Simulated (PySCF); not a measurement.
Na2(OH)2, optimised at B3LYP/6-31G*:

```xyz
6

Na     0.0125    -0.1405    -1.3952
O      1.5364     0.3181    -0.0185
Na    -0.0213     0.1439     1.3856
O     -1.5452    -0.3147     0.0089
H      2.4805     0.5099    -0.0259
H     -2.4893    -0.5065     0.0163
```

Energies from PySCF (xtb for GFN2), thermal terms from the rigid-rotor harmonic-oscillator model, ideal gas at 1 bar. 6-31G* has spherical d functions here. All species are closed-shell singlets. B3LYP is the form with VWN-RPA correlation.

List the harmonic frequencies (cm⁻¹, unscaled) at this level and at the other levels, each on its own geometry.


- B3LYP/6-31G*: 144, 148, 202, 208, 356, 375, 436, 451, 489, 492, 3831, 3832
- GFN2-xTB: 125, 174, 203, 234, 234, 238, 283, 298, 404, 438, 3563, 3569
- HF/6-31G*: 158, 219, 241, 271, 356, 378, 442, 459, 503, 505, 4144, 4144
- PBE/def2-SVP: 146, 206, 235, 274, 350, 362, 424, 440, 514, 518, 3798, 3800
- PBE0/def2-TZVP: 150, 206, 265, 294, 332, 356, 416, 428, 484, 485, 3970, 3970
